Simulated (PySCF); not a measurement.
**V¹³⁺: ionisation energy**

V¹³⁺ [Ne] → V¹⁴⁺ [He] 2s2 2p5 [2p1/2^2 2p3/2^3, M_J = 3/2], as a difference of total energies. Computed with PySCF 2.14 in an even-tempered Gaussian basis (18 s from 2.3 bohr⁻², ratio 2.4; 12 p from 3 bohr⁻², ratio 2.4; 5 d from 16 bohr⁻², ratio 2.6; 5 f from 24 bohr⁻², ratio 2.6), with the two-component X2C-1e Hamiltonian. Correlated levels: nothing frozen; the 34 highest virtual spinors dropped. "Screened" scales the spin-orbit matrix elements by Boettger's factors to mimic the two-electron term; Breit and QED terms are absent.

```json
{"method": "GHF (spin-free)", "ionisation energy (eV)": "897.05"}
{"method": "GMP2 (spin-free)", "ionisation energy (eV)": "898.49"}
{"method": "GHF (screened spin-orbit)", "ionisation energy (eV)": "894.59"}
{"method": "GMP2 (screened spin-orbit)", "ionisation energy (eV)": "896.02"}
```

Question: How much does correlation contribute at GMP2 (screened spin-orbit)?

Answer: 896.02 − (894.59) = 1.43 eV, measured against GHF (screened spin-orbit).

For comparison: 896 ± 0.4 eV (measured; NIST Atomic Spectra Database, ionization energies).
